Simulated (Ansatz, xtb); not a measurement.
# Two structures of AlGaH5P

Structure I is `[AlH2][PH][GaH2]`, a singlet and structure II is a singlet given by its coordinates. Both are isolated molecules in the gas phase, relaxed with B3LYP-D3(BJ)/def2-SVP; the shapes shown needn't be the lowest conformers.

I (Å):

```yaml
atoms:
  - { symbol: Al, position_ang: [0.4084, -1.2145, 2.3586] }
  - { symbol: Ga, position_ang: [2.4657, -0.0257, -0.3201] }
  - { symbol: P, position_ang: [1.8979, 0.4657, 1.8528] }
  - { symbol: H, position_ang: [-0.8851, -1.3450, 1.4562] }
  - { symbol: H, position_ang: [0.6462, -2.1125, 3.6411] }
  - { symbol: H, position_ang: [3.0619, 0.0446, 2.5578] }
  - { symbol: H, position_ang: [1.3064, -0.0720, -1.3769] }
  - { symbol: H, position_ang: [3.9832, -0.1794, -0.6909] }
```

II (Å):

```yaml
atoms:
  - { symbol: Al, position_ang: [0.4757, 0.7327, -0.8090] }
  - { symbol: Ga, position_ang: [-1.1358, -1.0634, 0.4462] }
  - { symbol: P, position_ang: [1.8382, -0.6199, 0.6021] }
  - { symbol: H, position_ang: [-0.4182, -0.5734, -1.3970] }
  - { symbol: H, position_ang: [2.8554, -1.0142, -0.3102] }
  - { symbol: H, position_ang: [-0.7349, 0.9313, 0.3513] }
  - { symbol: H, position_ang: [2.5620, 0.3804, 1.3079] }
  - { symbol: H, position_ang: [0.8566, 1.9293, -1.7698] }
```

Close contacts (Å): Al1–Ga2 2.72, Al1–P3 2.38, Al1–H4 1.69, Al1–H6 1.69, Al1–H8 1.58, Ga2–H4 2.04, Ga2–H6 2.04, P3–H5 1.42, P3–H7 1.42.

Question: Estimate E(II) − E(I) at the level CCSD(T)/def2-TZVP.

Answer: Too close to call at this level: CCSD(T)/def2-TZVP gives E(II) − E(I) = +7.46 kJ/mol.

How the difference moves with the method:

```
                level               geometry  E(II) − E(I) (kJ/mol)  departure from the last row (kJ/mol)  job, with rough time for the two
B3LYP-D3(BJ)/def2-SVP  B3LYP-D3(BJ)/def2-SVP                  −22.06                                −29.52                optimisation, 25 s
         HF/def2-TZVP  B3LYP-D3(BJ)/def2-SVP                  +25.77                                +18.31           part of the CCSD(T) run
        MP2/def2-TZVP  B3LYP-D3(BJ)/def2-SVP                  +20.06                                +12.60           part of the CCSD(T) run
    CCSD(T)/def2-TZVP  B3LYP-D3(BJ)/def2-SVP                   +7.46                                                      single point, 21 s
```

B3LYP-D3(BJ)/def2-SVP puts the two in the other order. The largest departure from CCSD(T)/def2-TZVP is that of B3LYP-D3(BJ)/def2-SVP, 29.52 kJ/mol. Levels run at GFN2-xTB geometries aren't shown.

With harmonic frequencies from B3LYP-D3(BJ)/def2-SVP (ideal gas, rigid rotor, one conformer each, 298.15 K, 1 atm): the zero-point term adds +3.50 kJ/mol; ΔH is +10.16 and ΔG +11.14 kJ/mol.

The correlated steps freeze 19 core orbitals; the filled d shell of Ga is correlated, in a basis made for valence electrons. Mirror images aren't counted in ΔG. Programs: Ansatz 0.2.0; the last row on 2 threads of Intel(R) Xeon(R) 6975P-C (Granite Rapids) on a shared host.
